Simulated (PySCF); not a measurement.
Choosing a molecule for a target property.

Each SMILES stands for a single optimised conformer of the isolated species, non-relativistic unless stated. Electronic properties by PySCF.

The conformers computed, where there is a choice (atom-mapped SMILES and torsion angles):
- `[CH3:1][C:2]([CH3:3])([CH3:4])[NH:5][NH2:6]`: C1–C2–N5–N6 57°, H–N6–N5–C2 43°, H–N6–N5–C2 -77°
- `[CH2:1]=[CH:2][CH:3]([CH3:4])[CH3:5]`: C1–C2–C3–C4 -119°
- `[CH3:1][S:2][Si@:3]([NH2:4])([C:5]#[N:6])[CH2:7][C:8]#[N:9]`: C1–S2–Si3–N4 74°, S2–Si3–C7–C8 -167°, H–N4–Si3–S2 164°, H–N4–Si3–S2 -42°
- `[CH3:1][CH2:2][NH:3][N:4]([CH3:5])[CH3:6]`: C1–C2–N3–N4 -170°, C2–N3–N4–C5 -84°

Problem. Wanted: lowest singlet excitation between 6 eV and 7 eV (TDDFT CAM-B3LYP/def2-SVPD) and electronic spatial extent ⟨r²⟩ about the centre of nuclear charge below 600 bohr² (CAM-B3LYP/def2-SVPD), at GFN2-xTB geometries. Which candidate meets both?
A. `CC=C(C)C`
B. `C1CCCC1`
C. `N#Cc1c[nH]c(F)p1`
D. `C=CC(C)C`
E. `CC(C)(C)NN`

Solution. A. Computed values:
```csv
species,lowest singlet excitation,electronic spatial extent ⟨r²⟩ about the centre of nuclear charge
N#Cc1c[nH]c(F)p1,5.42 eV,1093 bohr²
CC(C)(C)NN,6.23 eV,643 bohr²
CC=C(C)C,6.44 eV,535 bohr²
C=CC(C)C,7.39 eV,517 bohr²
C1CCCC1,8.51 eV,409 bohr²
```

Problem. Wanted: HOMO–LUMO gap between 10 eV and 11 eV (CAM-B3LYP/def2-SVPD) and smallest rotational constant above 2 GHz (GFN2-xTB), at GFN2-xTB geometries. Which candidate meets both?
A. `CS[Si@](N)(C#N)CC#N`
B. `C=CC(C)C`
C. `C1CCCC1`
D. `CC=C(C)C`
E. `N#Cc1c[nH]c(F)p1`
F. `CC(C)(NN)C`

Solution. B. Computed values:
```csv
species,HOMO–LUMO gap,smallest rotational constant
N#Cc1c[nH]c(F)p1,8.27 eV,0.938 GHz
CS[Si@](N)(C#N)CC#N,8.96 eV,0.671 GHz
CC(C)(NN)C,9.16 eV,2.668 GHz
CC=C(C)C,9.35 eV,2.591 GHz
C=CC(C)C,10.28 eV,2.788 GHz
C1CCCC1,11.63 eV,3.811 GHz
```

Problem. Wanted: static isotropic polarisability between 67 au and 90 au (CAM-B3LYP/def2-SVPD) and HOMO energy below -7.9 eV (CAM-B3LYP/def2-SVPD), at GFN2-xTB geometries. Which candidate meets both?
A. `N#Cc1c[nH]c(F)p1`
B. `C1CCCC1`
C. `CCNN(C)C`
D. `CC=C(C)C`
E. `CS[Si@](N)(C#N)CC#N`

Solution. A. Computed values:
| species | static isotropic polarisability | HOMO energy |
| --- | --- | --- |
| C1CCCC1 | 57.2 au | -10.20 eV |
| CC=C(C)C | 63.3 au | -7.97 eV |
| CCNN(C)C | 70.2 au | -7.81 eV |
| N#Cc1c[nH]c(F)p1 | 80.1 au | -8.45 eV |
| CS[Si@](N)(C#N)CC#N | 104.6 au | -8.93 eV |

Problem. Wanted: lowest triplet excitation (Tamm–Dancoff) between 5 eV and 5.6 eV (TDA CAM-B3LYP/def2-SVPD) and dipole moment above 0.1 D (CAM-B3LYP/def2-SVPD), at GFN2-xTB geometries. Which candidate meets both?
A. `NNC(C)(C)C`
B. `CS[Si@](N)(C#N)CC#N`
C. `C1CCCC1`
D. `N#Cc1c[nH]c(F)p1`
E. `CC=C(C)C`

Solution. B. Computed values:
| species | lowest triplet excitation (Tamm–Dancoff) | dipole moment |
| --- | --- | --- |
| N#Cc1c[nH]c(F)p1 | 3.51 eV | 5.80 D |
| CC=C(C)C | 4.43 eV | 0.20 D |
| CS[Si@](N)(C#N)CC#N | 5.17 eV | 4.54 D |
| NNC(C)(C)C | 6.02 eV | 1.92 D |
| C1CCCC1 | 8.25 eV | 0.02 D |
